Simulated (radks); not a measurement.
P, 15 electrons, occupied as [Ne] 3s2 3p3.

Calculated with a radial shooting solver on a logarithmic mesh with Libxc functionals: scalar-relativistic Kohn-Sham, LDA (Slater exchange, Perdew-Wang correlation), spin-unpolarised, spherical densities, finite nucleus; Fermi nuclear charge, rms radius 3.1889 fm; hard spherical wall at 1.5 bohr.

Energy parts (hartree):
part                      energy
total                 -319.51974
kinetic                394.85529
electron-nucleus      -883.83704
Hartree                195.00130
exchange-correlation   -25.53929

Orbitals (lengths in bohr, moments of r in powers of bohr):
| orbital | occ. | eigenvalue (hartree) | <r> | <r^4> | <1/r> |
|---|---|---|---|---|---|
| 1s | 2 | -72.00946 | 0.1042 | 0.0005537 | 14.58 |
| 2s | 2 | -3.31733 | 0.5386 | 0.1979 | 2.691 |
| 2p | 6 | -1.41655 | 0.5078 | 0.1899 | 2.575 |
| 3s | 2 | 4.99104 | 0.8813 | 1.061 | 1.814 |
| 3d | 0 | 5.18848 | 0.8910 | 0.8912 | 1.226 |
| 3p | 3 | 5.47868 | 0.8472 | 0.9974 | 1.770 |
| 4p | 0 | 16.51258 | 0.8064 | 1.049 | 2.003 |
| 4s | 0 | 17.16020 | 0.8374 | 1.116 | 2.166 |

The highest occupied level is 3p at 149.08 eV. The configuration is held as typed, so some empty levels lie below it. The density falls to 0.001 e/bohr^3 at r = 1.48 bohr. Summed over all electrons, <r^2> = 6.934 bohr^2, which gives a Langevin (diamagnetic) susceptibility term of -5.49 x 10^-6 cm^3/mol.
